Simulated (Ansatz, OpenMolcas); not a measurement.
**C2H3Br (SMILES C=CBr): from total energies to a heat of formation**

C2H3Br has 6 atoms, charge 0, and is taken as a singlet. As SMILES, `C=CBr`. The coordinates come from a PBE0-D4/def2-TZVP relaxation.

Total energies at HF/aug-cc-pVDZ (OpenMolcas 26.06); the atoms run unrestricted:

```
species    state   energy (Eh)
 C2H3Br  singlet  -2649.849245
      C  triplet    -37.687763
     Br  doublet  -2572.370780
      H  doublet     -0.499334
```

Harmonic wavenumbers at PBE0-D4/def2-TZVP, in cm⁻¹: 349, 607, 626, 940, 982, 1019, 1280, 1403, 1677, 3165, 3227, 3261.

Measured heats of formation of the gaseous atoms at 298.15 K, in kJ/mol: C 716.9, Br 111.9, H 218.0. Spin-orbit lowering of the atoms at 298 K (mean of the ground term's levels less their thermal mean, from spectra), in kJ/mol: C 0.02, Br 14.69. Take 1 Eh = 2625.50 kJ/mol, 1 cm⁻¹ = 0.0119627 kJ/mol, RT = 2.479 kJ/mol.

Question: What heat of formation follows?

Answer: 
1. Electronic atomisation energy: 2 × (-37.687763) + (-2572.370780) + 3 × (-0.499334) − (-2649.849245) = 0.604937 Eh = 1588.3 kJ/mol.
2. Zero-point energy: half the sum of the wavenumbers, 9268 cm⁻¹ = 110.9 kJ/mol.
3. Thermal vibrational enthalpy, Σ hcν̃/(exp(hcν̃/kT) − 1): 2.1 kJ/mol. Translation, rotation and pV of a non-linear molecule: 4 RT = 9.9 kJ/mol.
4. The 6 free atoms carry 5/2 RT each: 37.2 kJ/mol.
5. Spin-orbit coupling lowers the free atoms by 2 × 0.02 + 14.69 = 14.7 kJ/mol.
6. Atomisation enthalpy at 298 K: 1588.3 − 14.7 − 110.9 − 2.1 − 9.9 + 37.2 = 1487.9 kJ/mol.
7. Sum of the atoms' heats of formation: 2199.7 kJ/mol. Heat of formation: 2199.7 − 1487.9 = +711.8 kJ/mol.

The tabulated value is +73.7 kJ/mol (Active Thermochemical Tables), so this level is off by +638.1 kJ/mol, or 30.0 % of the atomisation enthalpy. Hartree–Fock leaves out correlation, which is larger in the molecule than in the atoms, so it underbinds and puts the heat of formation too high. Relativity is left out. Anharmonicity and any spin-orbit splitting of the molecule are left out.
